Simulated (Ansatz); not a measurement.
Coupled-cluster diagnostics for SnH2Me(OMe) (C2H8OSn), Ansatz.

Geometry of the singlet (PBE-D4/def2-SVP):

```
atom   x (Å)   y (Å)   z (Å)
 Sn1  -0.092   0.124   0.865
  H2  -0.490  -1.346   1.706
  H3   1.301   0.880   1.580
  C4  -1.765   1.454   0.595
  H5  -2.194   1.739   1.575
  H6  -2.536   0.940  -0.009
  H7  -1.426   2.362   0.062
  O8   0.391  -0.373  -1.035
  C9   1.466  -1.250  -1.266
 H10   2.449  -0.868  -0.890
 H11   1.576  -1.396  -2.364
 H12   1.321  -2.267  -0.818
```

In the def2 sets Sn takes a core potential; there is no spin–orbit coupling. Correlated methods freeze 7 core orbitals; core or outer-core shells of Sn are correlated, in sets that lack core-valence functions.

(1) Estimate the CCSD(T) correlation energy, the shares of MP2 and (T), T1 and the reference's ⟨S²⟩ for: charge 0, singlet, own geometry in def2-TZVP; and the rough time on 4 threads of Arm Neoverse V2 on a shared host.

Answers

(1) 
```json
{"state": "charge 0, singlet, own geometry", "basis": "def2-TZVP", "correlation (eV)": "-26.589", "MP2 share (%)": "93.1", "(T) share (%)": "3.3", "T1": "0.013", "⟨S²⟩ (pure)": "0.00 (0.00)", "wall time": "93 s"}
```
Customary marks for T1 are 0.02 (closed shells), 0.045 (open shells) and about 0.05 (3d metals). T1 stays under 0.02 throughout.
